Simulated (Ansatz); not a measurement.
Two members of one family ((LiOH)n), computed with Ansatz in the gas phase. The two geometries come from different levels. Binding counts from free atoms in the multiplicity of their measured ground term, without zero-point energy. The structures are stationary points that may keep the symmetry of their start.

First: (LiOH)2 ring (singlet, charge 0, PBE0-D4/def2-TZVP geometry).

```xyz
6

Li   -0.874    0.381   -0.588
O     0.800    0.149   -1.093
Li    0.874   -0.380    0.588
O    -0.800   -0.149    1.093
H     1.358    0.253   -1.855
H    -1.358   -0.254    1.855
```

```csv
level,HOMO (eV),LUMO (eV),gap (eV),binding per atom (eV)
PBE-D4/def2-SVP,-4.52,-0.74,3.78,3.52
PBE-D4/def2-TZVP,-5.02,-0.78,4.24,3.49
r2SCAN-D4/def2-TZVP,-5.31,-0.14,5.17,3.43
HSE06-D4/def2-TZVP,-6.21,-0.51,5.70,3.38
CAM-B3LYP-D4/def2-TZVP,-8.17,0.22,8.39,3.50
```

Second: (LiOH)3 ring (singlet, charge 0, PBE0-D4/def2-SVP geometry).

```tsv
atom	x (Å)	y (Å)	z (Å)
Li1	-1.129	-0.044	1.142
O2	-0.782	-1.642	0.489
Li3	0.462	-1.357	-0.726
O4	1.326	0.051	-1.337
Li5	0.667	1.401	-0.416
O6	-0.541	1.591	0.851
H7	-1.182	-2.477	0.734
H8	1.999	0.077	-2.018
H9	-0.819	2.401	1.281
```

Estimate the same table for the second.


```csv
level,HOMO (eV),LUMO (eV),gap (eV),binding per atom (eV)
PBE-D4/def2-SVP,-5.03,-0.69,4.34,3.64
PBE-D4/def2-TZVP,-5.44,-0.76,4.68,3.59
r2SCAN-D4/def2-TZVP,-5.74,-0.16,5.58,3.53
HSE06-D4/def2-TZVP,-6.64,-0.47,6.17,3.48
CAM-B3LYP-D4/def2-TZVP,-8.61,0.33,8.93,3.60
```
